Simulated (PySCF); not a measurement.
PySCF input for Sn(F)3(OMe) (CH₃F₃OSn), SMILES [O]([Sn]([F])([F])[F])C, PBE0-D3(BJ)/def2-SVP. Coordinates come from a PBE0-D3(BJ)/def2-SVP optimisation. The structure was generated by enumeration; whether it is a known compound was not checked. The def2 effective core potentials stand for the cores of Sn; spin–orbit coupling is left out. The values are those of a single conformer.

```python
import numpy as np
from pyscf import gto, scf, dft, df
from pyscf.hessian import thermo

mol = gto.M(
    atom='''
    C    -0.01746717   -2.66988466    0.00000000
    O    -0.82755257   -1.50983977   -0.00000004
    Sn   -0.02043308    0.25942396    0.00000000
    F     1.09278988    0.54619249    1.52996518
    F    -1.38531844    1.58961426   -0.00000007
    F     1.09279003    0.54619249   -1.52996509
    H    -0.69842712   -3.53438649   -0.00000003
    H     0.62147559   -2.73838934    0.89751871
    H     0.62147568   -2.73838935   -0.89751865
    ''',
    basis='def2-SVP',
    ecp={'Sn': 'def2-svp'},
    charge=0,
    spin=0,
    max_memory=1600,
    verbose=3,
)
mf = dft.RKS(mol, xc='pbe0').density_fit(auxbasis='def2-universal-jkfit')
mf.disp = 'd3bj'
mf.grids.level = 3
mf.conv_tol = 1e-11
mf.max_cycle = 100
mf.kernel()

# [left out here: the lines that compute and print the analytic Hessian (its translational invariance restored by hand, since the grid's response is missing), thermochemistry and intensities]
```

Log of the run:

```
converged SCF energy = -628.294518318118

WARN: DFTD3 does not support analytical Hessian, using finite difference


WARN: Mole.unit (angstrom) is changed to Bohr

Mode                                 0                   1                   2
Irrep
Freq [cm^-1]                       18.9783             95.6059            110.3801
Reduced mass [au]                   3.9532              5.5873              1.2355
Force const [Dyne/A]                0.0008              0.0301              0.0089
Char temp [K]                      27.3055            137.5556            158.8123
Normal mode                   x     y     z       x     y     z       x     y     z
       0   C                -0.00 -0.00 -0.17   -0.14 -0.06  0.00   -0.00 -0.00  0.01
       1   O                -0.00 -0.00  0.07   -0.01  0.02  0.00   -0.00  0.00 -0.07
       2  Sn                 0.00 -0.00  0.02    0.03 -0.00 -0.00    0.00 -0.00  0.01
       3   F                -0.00  0.09  0.00    0.02  0.08 -0.01    0.01  0.05 -0.01
       4   F                -0.00 -0.00 -0.03   -0.07 -0.10 -0.00   -0.00 -0.00  0.04
       5   F                 0.00 -0.09  0.00    0.02  0.08  0.01   -0.01 -0.05 -0.01
       6   H                -0.00 -0.00 -0.21   -0.23  0.01  0.00   -0.00  0.00 -0.49
       7   H                 0.09 -0.12 -0.24   -0.14 -0.13 -0.00   -0.40 -0.20  0.28
       8   H                -0.09  0.12 -0.24   -0.14 -0.13  0.00    0.40  0.20  0.28
Mode                                 3                   4                   5
Irrep
Freq [cm^-1]                      153.7716            155.9985            185.9712
Reduced mass [au]                   5.9768             14.6505             20.5483
Force const [Dyne/A]                0.0833              0.2101              0.4187
Char temp [K]                     221.2431            224.4471            267.5711
Normal mode                   x     y     z       x     y     z       x     y     z
       0   C                -0.00 -0.00 -0.01   -0.02 -0.05  0.00   -0.01  0.04  0.00
       1   O                 0.00 -0.00  0.08    0.03 -0.02 -0.00    0.01  0.04  0.00
       2  Sn                 0.00 -0.00  0.02    0.02 -0.01 -0.00    0.02  0.03 -0.00
       3   F                 0.05 -0.08 -0.00   -0.10  0.04  0.08   -0.03 -0.09  0.07
       4   F                 0.00  0.00 -0.14    0.07  0.04  0.00   -0.08 -0.08  0.00
       5   F                -0.05  0.08 -0.00   -0.10  0.04 -0.08   -0.03 -0.09 -0.07
       6   H                -0.00 -0.00 -0.23   -0.06 -0.02  0.00   -0.01  0.04 -0.00
       7   H                -0.11 -0.14  0.05   -0.02 -0.08  0.00   -0.01  0.03 -0.00
       8   H                 0.11  0.14  0.05   -0.02 -0.08 -0.00   -0.01  0.03  0.00
Mode                                 6                   7                   8
Irrep
Freq [cm^-1]                      193.4618            261.8228            583.0436
Reduced mass [au]                   7.1799              5.0872              8.8806
Force const [Dyne/A]                0.1583              0.2055              1.7787
Char temp [K]                     278.3485            376.7047            838.8700
Normal mode                   x     y     z       x     y     z       x     y     z
       0   C                -0.00  0.00 -0.01    0.02  0.15  0.00    0.03 -0.08  0.00
       1   O                -0.00  0.00 -0.16   -0.14  0.04  0.00   -0.14 -0.14 -0.00
       2  Sn                 0.00  0.00  0.04    0.02 -0.03 -0.00    0.01  0.02  0.00
       3   F                 0.06  0.03 -0.01   -0.02  0.04  0.01    0.03  0.01  0.04
       4   F                -0.00 -0.00 -0.08    0.01 -0.04  0.00   -0.04  0.03 -0.00
       5   F                -0.06 -0.03 -0.01   -0.02  0.04 -0.01    0.03  0.01 -0.04
       6   H                 0.00  0.00  0.20    0.16  0.05  0.00    0.15 -0.18 -0.00
       7   H                 0.06  0.15 -0.04    0.03  0.24  0.00    0.04 -0.00 -0.00
       8   H                -0.06 -0.15 -0.04    0.03  0.24 -0.00    0.04 -0.00  0.00
Mode                                 9                  10                  11
Irrep
Freq [cm^-1]                      657.7182            675.1589            686.0141
Reduced mass [au]                  17.8985             22.1903             22.0855
Force const [Dyne/A]                4.5619              5.9597              6.1238
Char temp [K]                     946.3101            971.4033            987.0216
Normal mode                   x     y     z       x     y     z       x     y     z
       0   C                -0.01  0.03 -0.00   -0.00  0.00  0.00   -0.00  0.01 -0.00
       1   O                 0.04  0.04 -0.00    0.00  0.00 -0.00    0.01  0.01 -0.00
       2  Sn                -0.02 -0.03  0.00    0.00 -0.00  0.04    0.03 -0.02 -0.00
       3   F                 0.08  0.02  0.11   -0.09 -0.02 -0.12   -0.04 -0.01 -0.05
       4   F                -0.06  0.06 -0.00   -0.00  0.00 -0.00   -0.14  0.13 -0.00
       5   F                 0.08  0.02 -0.11    0.09  0.02 -0.12   -0.04 -0.01  0.05
       6   H                -0.06  0.07 -0.00    0.00  0.00  0.00   -0.01  0.01 -0.00
       7   H                -0.02  0.00  0.00    0.00 -0.00  0.00   -0.00 -0.00  0.00
       8   H                -0.02  0.00 -0.00   -0.00  0.00  0.00   -0.00 -0.00 -0.00
Mode                                12                  13                  14
Irrep
Freq [cm^-1]                     1115.8073           1169.5652           1184.0094
Reduced mass [au]                   9.4051              1.2698              1.3113
Force const [Dyne/A]                6.8991              1.0233              1.0831
Char temp [K]                    1605.3982           1682.7440           1703.5260
Normal mode                   x     y     z       x     y     z       x     y     z
       0   C                -0.11  0.16  0.00    0.00  0.00  0.12   -0.10 -0.07  0.00
       1   O                 0.08 -0.16 -0.00   -0.00 -0.00 -0.05    0.05  0.04 -0.00
       2  Sn                 0.00  0.00 -0.00   -0.00  0.00 -0.00   -0.00 -0.00  0.00
       3   F                 0.00  0.00  0.00   -0.00 -0.00  0.00    0.00  0.00  0.00
       4   F                 0.00  0.00  0.00    0.00 -0.00  0.00   -0.00  0.00 -0.00
       5   F                 0.00  0.00 -0.00    0.00  0.00  0.00    0.00  0.00 -0.00
       6   H                -0.01  0.06  0.00   -0.00  0.00 -0.28    0.44 -0.50 -0.00
       7   H                -0.08  0.10 -0.02    0.36 -0.43 -0.16    0.05  0.38 -0.08
       8   H                -0.08  0.10  0.02   -0.36  0.43 -0.16    0.05  0.38  0.08
Mode                                15                  16                  17
Irrep
Freq [cm^-1]                     1463.9218           1468.0419           1479.3361
Reduced mass [au]                   1.1105              1.0407              1.0626
Force const [Dyne/A]                1.4022              1.3215              1.3701
Char temp [K]                    2106.2575           2112.1854           2128.4353
Normal mode                   x     y     z       x     y     z       x     y     z
       0   C                 0.02 -0.08 -0.00    0.00  0.00 -0.05   -0.06  0.02 -0.00
       1   O                 0.00 -0.02 -0.00    0.00  0.00 -0.01   -0.01  0.00 -0.00
       2  Sn                 0.00  0.00 -0.00   -0.00  0.00 -0.00   -0.00 -0.00 -0.00
       3   F                -0.00 -0.00 -0.00   -0.00 -0.00  0.00    0.00  0.00  0.00
       4   F                 0.00 -0.00  0.00    0.00 -0.00  0.00   -0.00  0.00  0.00
       5   F                -0.00 -0.00  0.00    0.00  0.00  0.00    0.00  0.00 -0.00
       6   H                -0.53  0.37  0.00    0.00 -0.00  0.69   -0.08  0.05  0.00
       7   H                 0.09  0.48 -0.02   -0.16 -0.46  0.05    0.53 -0.15 -0.41
       8   H                 0.09  0.48  0.02    0.16  0.46  0.05    0.53 -0.15  0.41
Mode                                18                  19                  20
Irrep
Freq [cm^-1]                     3025.5657           3114.3134           3148.9947
Reduced mass [au]                   1.0331              1.1084              1.1049
Force const [Dyne/A]                5.5718              6.3336              6.4551
Char temp [K]                    4353.1154           4480.8037           4530.7022
Normal mode                   x     y     z       x     y     z       x     y     z
       0   C                 0.04 -0.03 -0.00   -0.00 -0.00 -0.09   -0.07 -0.05  0.00
       1   O                 0.00 -0.00  0.00   -0.00 -0.00  0.00    0.00 -0.00 -0.00
       2  Sn                 0.00  0.00  0.00    0.00  0.00 -0.00   -0.00  0.00 -0.00
       3   F                -0.00 -0.00 -0.00    0.00 -0.00  0.00    0.00 -0.00  0.00
       4   F                -0.00 -0.00  0.00   -0.00  0.00 -0.00   -0.00  0.00 -0.00
       5   F                -0.00 -0.00  0.00   -0.00  0.00  0.00    0.00 -0.00 -0.00
       6   H                 0.26  0.32  0.00    0.00  0.00 -0.02    0.55  0.67  0.00
       7   H                -0.36  0.03 -0.52    0.39 -0.02  0.54    0.15 -0.02  0.23
       8   H                -0.36  0.03  0.52   -0.39  0.02  0.54    0.15 -0.02 -0.23
temperature 298.1500 [K]
pressure 101325.00 [Pa]
Rotational constants [GHz] 2.73648 1.64947 1.63058
Symmetry number 1
Zero-point energy (ZPE) 0.04772 [Eh]   125293.758 [J/mol]
                           tot       elec      trans        rot        vib
Entropy [J/mol/K]       404.257      0.000    175.238    117.864    111.154
Cv [J/mol/K]            107.768      0.000     12.472     12.472     82.825
Cp [J/mol/K]            116.083      0.000     20.786     12.472     82.825
Internal energy [J/mol]                      3718.434   3718.434 140711.537
Internal energy [Eh]   -628.23809  -628.29452
Enthalpy [J/mol]                             6197.391   3718.434 140711.537
Enthalpy [Eh]          -628.23715
Gibbs free energy [J/mol]                  -46049.853 -31422.745 107570.836
Gibbs free energy [Eh] -628.28305
mode   freq/cm-1   IR/(km/mol)
   1       18.98         1.637
   2       95.61         4.521
   3      110.38         1.124
   4      153.77         2.485
   5      156.00        13.634
   6      185.97        53.459
   7      193.46        47.816
   8      261.82        23.555
   9      583.04        13.336
  10      657.72        58.524
  11      675.16        65.977
  12      686.01        62.792
  13     1115.81       183.827
  14     1169.57         0.099
  15     1184.01         1.503
  16     1463.92         8.033
  17     1468.04         6.654
  18     1479.34        17.578
  19     3025.57        49.377
  20     3114.31        22.368
  21     3148.99         7.896
max |gradient| / (hartree/bohr): 0.000268753744961842
APT charges: [ 0.4694 -0.8201  2.2418 -0.6117 -0.6041 -0.6117 -0.0121 -0.0257 -0.0257]
```

Self-consistency was reached.

Cost: roughly 110 core-seconds.
